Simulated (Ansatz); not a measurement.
Geometry optimisation of CH5AlBClGe, SMILES `C[B]1[GeH2][Al]1[Cl]`.

```yaml
crystal:
  periodic: [false, false, false]
  atoms:
    - {symbol: C, position_ang: [-1.000058, -1.296542, 0.166974]}
    - {symbol: B, position_ang: [-0.034963, -0.081027, -0.092941]}
    - {symbol: Ge, position_ang: [1.534460, 1.047363, 0.747334]}
    - {symbol: Al, position_ang: [0.217631, 1.626289, -1.252497]}
    - {symbol: Cl, position_ang: [-0.394516, 3.501280, -2.042475]}
    - {symbol: H, position_ang: [-0.694641, -1.883487, 1.059619]}
    - {symbol: H, position_ang: [-2.035898, -0.934709, 0.338298]}
    - {symbol: H, position_ang: [-1.043386, -1.993409, -0.697467]}
    - {symbol: H, position_ang: [2.258245, 0.396412, 2.009939]}
    - {symbol: H, position_ang: [1.276425, -0.433272, -0.233983]}
basis:
  gaussian: {orbitals: def2-TZVP}
hamiltonian: {xc: pbe0, dispersion: d4}
relax: {f_tol: 0.005, max_steps: 150}
```

```sh
$ ansatz run in.yaml --threads 4 --pin off --events-out ev --progress --plain --max-ram 10444MiB
```

Output, abridged:

```
Functional definition: PBE0
mean field -77417.63617589 eV, -2845.0456539056 hartree, gradient 6.2e-5 eV, S^2 0.000000; 0 other end points of the search recorded, 0 dependent functions left out
relax step   1: F+E_penalty+E_count = -77417.84397517 eV  Δ(F+E_penalty+E_count) = +0.000e0 eV  max|allowed force component| = 4.958e-1 eV/Å  Δτ_max = 0.0000 Å  (30 SCF iters, accepted)
mean field -77417.66878137 eV, -2845.0468521347 hartree, gradient 2.5e-5 eV, S^2 0.000000; 0 other end points of the search recorded, 0 dependent functions left out
relax step   2: F+E_penalty+E_count = -77417.87688075 eV  Δ(F+E_penalty+E_count) = -3.291e-2 eV  max|allowed force component| = 1.466e-1 eV/Å  Δτ_max = 0.0310 Å  (35 SCF iters, accepted)
mean field -77417.67400588 eV, -2845.0470441319 hartree, gradient 2.4e-5 eV, S^2 0.000000; 0 other end points of the search recorded, 0 dependent functions left out
relax step   3: F+E_penalty+E_count = -77417.88210957 eV  Δ(F+E_penalty+E_count) = -5.229e-3 eV  max|allowed force component| = 3.765e-2 eV/Å  Δτ_max = 0.0199 Å  (34 SCF iters, accepted)
mean field -77417.67531422 eV, -2845.0470922125 hartree, gradient 2.4e-5 eV, S^2 0.000000; 0 other end points of the search recorded, 0 dependent functions left out
relax step   4: F+E_penalty+E_count = -77417.88318382 eV  Δ(F+E_penalty+E_count) = -1.074e-3 eV  max|allowed force component| = 3.770e-2 eV/Å  Δτ_max = 0.0211 Å  (34 SCF iters, accepted)
mean field -77417.67624511 eV, -2845.0471264222 hartree, gradient 2.5e-5 eV, S^2 0.000000; 0 other end points of the search recorded, 0 dependent functions left out
relax step   5: F+E_penalty+E_count = -77417.88368355 eV  Δ(F+E_penalty+E_count) = -4.997e-4 eV  max|allowed force component| = 3.538e-2 eV/Å  Δτ_max = 0.0325 Å  (33 SCF iters, accepted)
mean field -77417.67634845 eV, -2845.0471302198 hartree, gradient 2.4e-5 eV, S^2 0.000000; 0 other end points of the search recorded, 0 dependent functions left out
relax step   6: F+E_penalty+E_count = -77417.88375491 eV  Δ(F+E_penalty+E_count) = -7.136e-5 eV  max|allowed force component| = 1.931e-2 eV/Å  Δτ_max = 0.0132 Å  (35 SCF iters, accepted)
mean field -77417.67638136 eV, -2845.0471314292 hartree, gradient 2.4e-5 eV, S^2 0.000000; 0 other end points of the search recorded, 0 dependent functions left out
relax step   7: F+E_penalty+E_count = -77417.88387013 eV  Δ(F+E_penalty+E_count) = -1.152e-4 eV  max|allowed force component| = 4.210e-3 eV/Å  Δτ_max = 0.0104 Å  (35 SCF iters, accepted)
mean field -77417.67638136 eV, -2845.0471314292 hartree, gradient 4.7e-5 eV, S^2 0.000000; 1 other end points of the search recorded, 0 dependent functions left out
Total energy: -77417.88390463 eV, -2845.0547577688 hartree
Atom 0 at    -1.002411    -1.303559     0.166144 Å, force     0.001375     0.000803    -0.000221 eV/Å
Atom 1 at    -0.069696    -0.070963    -0.079319 Å, force    -0.004009    -0.000785     0.002993 eV/Å
Atom 2 at     1.492573     1.031106     0.758175 Å, force    -0.002667    -0.001695    -0.003039 eV/Å
Atom 3 at     0.206865     1.646874    -1.188380 Å, force     0.000600     0.000941     0.000379 eV/Å
Atom 4 at    -0.336099     3.470517    -2.069047 Å, force     0.000022     0.000291    -0.000930 eV/Å
Atom 5 at    -0.693240    -1.891967     1.035300 Å, force    -0.000277     0.000076    -0.000154 eV/Å
Atom 6 at    -2.030558    -0.971287     0.336643 Å, force     0.000539    -0.000242     0.000131 eV/Å
Atom 7 at    -1.027658    -1.974379    -0.698458 Å, force    -0.000314     0.000590     0.000416 eV/Å
Atom 8 at     2.305360     0.423713     1.952264 Å, force     0.000521    -0.000712     0.002066 eV/Å
Atom 9 at     1.238163    -0.411156    -0.210522 Å, force     0.004211     0.000733    -0.001640 eV/Å
Dipole moment:     0.042361    -0.206740     0.124380 e Å
```

Run time 65 s (4 threads of an Arm Neoverse N1 on a shared host); peak host memory 0.7 GiB.
